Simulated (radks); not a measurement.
Species: Fe+. Configuration: [Ar] 3d(up 3, down 3) 4s(up 0.75, down 0.25) (fractional occupations, a model configuration). Calculated with a radial shooting solver on a logarithmic mesh with Libxc functionals: non-relativistic Kohn-Sham, r2SCAN, spin-polarised, spherical densities, point nucleus; meta-GGA in the generalised Kohn-Sham scheme.

Normalised radial functions P(r) = r R(r), r in bohr:

```
   r/bohr * 3p down, o 3d up, + 4s up (the largest magnitude, 1.13, reaches the edge; | marks zero, & curves that meet)
 0.008502                             &+
  0.01107                             & +
  0.01453                             o*+
  0.01892                             o*+
  0.02483                             o &
   0.0326                             o +*
  0.04245                             o +  *
  0.05572                             o+     *
  0.07255                             +o        *
  0.09523                            +|o          *
    0.125                          +  |  o          *
   0.1628                         +   |    o        *
   0.2136                         +   |       o *
   0.2782                           + |  *       o
   0.3651                     *       | +             o
   0.4793         *                   |     +             o
   0.6241  *                          |      +              o
   0.8191  *                          |    +                o
    1.067        *                   +|                   o
      1.4                *   +        |              o
    1.823               +       *     |          o
    2.393             +             * |      o
    3.141               +             *   o
     4.09                    +        * o
    5.368                         +   &
     6.99                            +&
    9.175                             &
```

3p down: eigenvalue -70.055 eV, 1 radial node at r = 0.300 bohr, <r> = 0.862 bohr, 90 % of the charge inside 1.33 bohr. 3d up: eigenvalue -16.268 eV, 0 radial nodes, <r> = 1.11 bohr, 90 % of the charge inside 1.93 bohr. 4s up: eigenvalue -12.579 eV, 3 radial nodes at r = 0.0773, 0.322, 1.01 bohr, <r> = 2.75 bohr, 90 % of the charge inside 4.08 bohr.
